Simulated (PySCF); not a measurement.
Löwdin shares of the frontier orbitals

Species: Ge(GeH3)H3.
Cartesian coordinates in Å at the PBE0-D3(BJ)/def2-SVP level; atoms count from 1:
```
atom  x, y, z in Å
Ge1   -0.002    0.009   -1.211
Ge2    0.001   -0.009    1.211
H3     0.833    1.168    1.754
H4     0.608   -1.323    1.735
H5    -1.436    0.117    1.749
H6     1.442   -0.013   -1.746
H7    -0.701    1.276   -1.737
H8    -0.746   -1.225   -1.754
```

The calculation used TDDFT CAM-B3LYP/def2-SVPD, vertical, gas phase, core orbitals frozen in the response (PySCF 2.14.0, density-fitted response routines). The CAM-B3LYP/def2-SVPD calculation is non-relativistic and has no spin–orbit coupling, an omission that weighs most on germanium.

Frontier orbitals with the atoms that hold most of them (Löwdin shares over 4%, at most four atoms; ? is withheld):

```csv
orbital,ε (eV),atoms
LUMO+2,1.62,"Ge2 30%, Ge1 30%, H7 10%, H4 10%"
LUMO+1,0.79,"Ge1 34%, Ge2 34%, H6 5%, H3 5%"
LUMO,?,?
HOMO,-9.43,"Ge2 35%, Ge1 35%, H6 5%, H3 5%"
HOMO-1,-10.68,"Ge2 23%, Ge1 23%, H7 14%, H5 13%"
HOMO-2,-10.68,"Ge1 23%, Ge2 23%, H3 17%, H8 17%"
HOMO-3,-11.44,"Ge1 24%, Ge2 24%, H7 15%, H4 15%"
```

Q: Which atoms hold the LUMO, and with what shares?

A: Ge2 (bonded to Ge and 3 H) 27%; Ge1 (bonded to Ge and 3 H) 27%; H7 (bonded to Ge) 8%; H4 (bonded to Ge) 8%. By element: germanium 55%, hydrogen 15% or more.

Q: What is the LUMO energy, and the HOMO–LUMO gap?

A: ε(LUMO) = 0.70 eV; the gap is 10.13 eV (0.3721 hartree).

Within 0.005 eV of a neighbour in this list lie HOMO-2/HOMO-1.

Q: The HOMO–LUMO gap is 10.13 eV. Where does the response calculation put the lowest singlet, and from which orbitals?

A: S1 is at 7.28 eV (f = 0.0000), 2.84 eV below the gap, made of HOMO→LUMO+1 (98%). Its leading pair isn't HOMO and LUMO; the energies of that pair differ by 10.22 eV. 

Q: One configuration dominates each of S1 and S2. Which, and how do the shares of the two leading atoms of either orbital change from the occupied to the empty one?

A: 
- S1 (7.28 eV, f 0.0000), HOMO→LUMO+1 (98%): Ge2 35% → 34%, Ge1 35% → 34%
- S2 (7.53 eV, f 0.699), HOMO→LUMO (95%): Ge2 35% → 27%, Ge1 35% → 27%

Orbitals of the list HOMO-3 to LUMO+2 that lie within 0.01 eV of each other are written together with a slash and their weights summed (≥ marks a lower bound); for degenerate orbitals outside that list single weights are arbitrary.
